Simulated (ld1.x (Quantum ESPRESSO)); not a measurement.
Results of a calculation; reference values are marked as such.
# Hardness and transferability of assorted potentials

Generated with ld1.x 7.5 (TM, RRKJ, ultrasoft, PAW), atompaw 4.2 or ONCVPSP 4.0.1. The cutoff is in Ry: for ld1.x and atompaw files where the sum of valence levels is converged to 10 mRy in a Bessel basis, for ONCV files where the hardest occupied wave has 1 mHa per electron of residual kinetic energy. The error is the largest all-electron minus pseudo excitation energy over each file’s own four to seven test configurations (ionisations up to +4, promotions, holes and added fractions of an electron), all of which were solved. The labels leave out finer settings (local radius, basis sizes, second energies), which also bear on the numbers. Spin-polarised tests are not counted. The rows are a selection from randomly drawn settings: files with unsolved tests, undetermined cutoffs or missed reference levels are left out.

A true bound ghost makes a file unfit for plane-wave use even where its test errors are small: the radial tests pick states by their node count and pass the ghost by.

| element | potential | cutoff (Ry) | largest error (meV) | bound ghosts |
| --- | --- | --- | --- | --- |
| C | PAW, PW91, non-relativistic, rc 1.40/2.35/2.15 (spd), local d, core correction yes, reference 2s2 2p1 | 12 | -9.6 | none |
| S | TM, LDA (PZ), fully relativistic, rc 1.35/1.60/1.55 (spd), local s, core correction yes, reference 3s2 3p4 | 40 | +210 | none |
| Ga | RRKJ, PBE, non-relativistic, rc 1.55/2.90 (sp), local s, core correction no, reference 4s2 4p1 | 25 | +76 | none |
| Rh | TM, PBE, scalar-relativistic, rc 1.45/1.70/1.15/1.65 (spdf), local s, core correction no, reference 4s2 4p6 4d8 5s0 5p0 | 80 | +1838 | none |
| Cd | RRKJ, PBEsol, scalar-relativistic, rc 2.35/1.25/1.15 (spd), local s, core correction no, reference 4p6 4d10 5s1.5 5p0 | 120 | -1192 | none |

**Question.** Fill in the row for Cl: TM, PBE, scalar-relativistic, rc 1.05/1.20 (sp), local s, core correction yes, reference 3s2 3p5.

**Answer.** cutoff 80 Ry, largest error +225 meV, bound ghosts: none.

**Question.** Fill in the row for Ga: RRKJ, PBE, scalar-relativistic, rc 1.55/1.70/1.30 (spd), local smoothed, core correction no, reference 3d10 4s2 4p1.

**Answer.** cutoff 140 Ry, largest error +230 meV, bound ghosts: s.

**Question.** Fill in the row for Nb: ultrasoft, PBEsol, fully relativistic, rc 3.05/3.60/1.70 (spd), local smoothed, core correction yes, reference 4d3 5s0 5p0.

**Answer.** cutoff 35 Ry, largest error -1057 meV, bound ghosts: none.
